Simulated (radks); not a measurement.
All-electron atom: the neodymium ion Nd2+ in [Xe] 4f4. Calculated with a radial shooting solver on a logarithmic mesh with Libxc functionals: Dirac Kohn-Sham, LDA (Slater exchange, Perdew-Zunger correlation), spin-unpolarised, spherical densities, point nucleus; open shells fill j = l - 1/2 first.

Unscreened Slater integrals over Kohn-Sham orbitals (hartree). Large and small components are both included. Empty in this configuration: 4f7/2.

| integral | value |
|---|---|
| F0(4f5/2,4f5/2) | 0.87845 |
| F2(4f5/2,4f5/2) | 0.39947 |
| F4(4f5/2,4f5/2) | 0.24722 |
| F0(4f5/2,5p3/2) | 0.60367 |
| F2(4f5/2,5p3/2) | 0.22196 |
| G2(4f5/2,5p3/2) | 0.13265 |
| G4(4f5/2,5p3/2) | 0.098811 |
| F0(4f5/2,5p1/2) | 0.62842 |
| G2(4f5/2,5p1/2) | 0.14800 |
| F0(4f5/2,5s1/2) | 0.68407 |
| G3(4f5/2,5s1/2) | 0.15061 |
| F0(4f5/2,4f7/2) | 0.87239 |
| F2(4f5/2,4f7/2) | 0.39631 |
| F4(4f5/2,4f7/2) | 0.24518 |
| G2(4f5/2,4f7/2) | 0.39569 |
| G4(4f5/2,4f7/2) | 0.24482 |
| G6(4f5/2,4f7/2) | 0.17518 |
| F0(5p3/2,5p3/2) | 0.51659 |
| F2(5p3/2,5p3/2) | 0.27788 |
| F0(5p3/2,5p1/2) | 0.52965 |
| G2(5p3/2,5p1/2) | 0.28264 |
| F0(5p3/2,5s1/2) | 0.55695 |
| G1(5p3/2,5s1/2) | 0.36652 |
| F0(5p3/2,4f7/2) | 0.60161 |
| F2(5p3/2,4f7/2) | 0.22291 |
| G2(5p3/2,4f7/2) | 0.13477 |
| G4(5p3/2,4f7/2) | 0.10012 |
| F0(5p1/2,5p1/2) | 0.54411 |
| F0(5p1/2,5s1/2) | 0.57446 |
| G1(5p1/2,5s1/2) | 0.39179 |
| F0(5p1/2,4f7/2) | 0.62613 |
| G4(5p1/2,4f7/2) | 0.11069 |
| F0(5s1/2,5s1/2) | 0.61170 |
| F0(5s1/2,4f7/2) | 0.68120 |
| G3(5s1/2,4f7/2) | 0.15198 |
| F0(4f7/2,4f7/2) | 0.86641 |
| F2(4f7/2,4f7/2) | 0.39322 |
| F4(4f7/2,4f7/2) | 0.24321 |
| F6(4f7/2,4f7/2) | 0.17400 |
